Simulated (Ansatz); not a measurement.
The cluster Cs₃F₃⁺. Charge 1, multiplicity 2. Geometry PBE0-D4/def2-SVP.

| atom | x (Å) | y (Å) | z (Å) |
| --- | --- | --- | --- |
| Cs1 | 1.3325 | 1.1736 | 2.2132 |
| Cs2 | 0.1765 | 1.2171 | -2.5851 |
| Cs3 | -1.5178 | -2.3980 | 0.3542 |
| F4 | 1.2783 | 2.0162 | -0.3013 |
| F5 | -0.1496 | -1.0270 | 2.1745 |
| F6 | -1.1200 | -0.9820 | -1.8556 |

In the def2 sets Cs takes a core potential; there is no spin–orbit coupling. At PBE-D4/def2-SVP, PBE-D4/def2-TZVP the gap within one spin of the charge 1 doublet nearly closes, so an electron or hole may be smeared out by delocalisation error. Another isomer (doublet) lies 0.86 eV lower at PBE0-D4/def2-TZVP; other spin states weren't run for this one.

(1) Estimate the α-spin orbital energies around the gap (eV) in Ansatz with PBE-D4/def2-SVP, PBE-D4/def2-TZVP, r2SCAN-D4/def2-TZVP, PBE0-D4/def2-SVP, ωB97M-V/def2-TZVP.

## Answers

(1) 
```csv
orbital,PBE-D4/def2-SVP,PBE-D4/def2-TZVP,r2SCAN-D4/def2-TZVP,PBE0-D4/def2-SVP,ωB97M-V/def2-TZVP
HOMO−5,-10.33,-10.82,-11.27,-12.46,-15.53
HOMO−4,-10.32,-10.81,-11.26,-12.44,-15.51
HOMO−3,-10.31,-10.78,-11.23,-12.42,-15.46
HOMO−2,-10.29,-10.77,-11.22,-12.40,-15.44
HOMO−1,-10.29,-10.77,-11.22,-12.40,-15.40
HOMO,-10.28,-10.74,-11.18,-12.37,-15.32
LUMO,-4.05,-4.04,-3.34,-3.46,-2.81
LUMO+1,-3.42,-3.38,-2.60,-2.87,-2.30
LUMO+2,-3.41,-3.38,-2.59,-2.87,-2.29
LUMO+3,-2.72,-2.71,-2.22,-2.33,-2.06
LUMO+4,-2.34,-2.37,-1.79,-1.95,-1.65
LUMO+5,-2.17,-2.29,-1.74,-1.78,-1.53
β HOMO,-10.00,-10.43,-10.51,-10.83,-13.01
β LUMO,-9.89,-10.28,-10.33,-9.73,-9.23
```
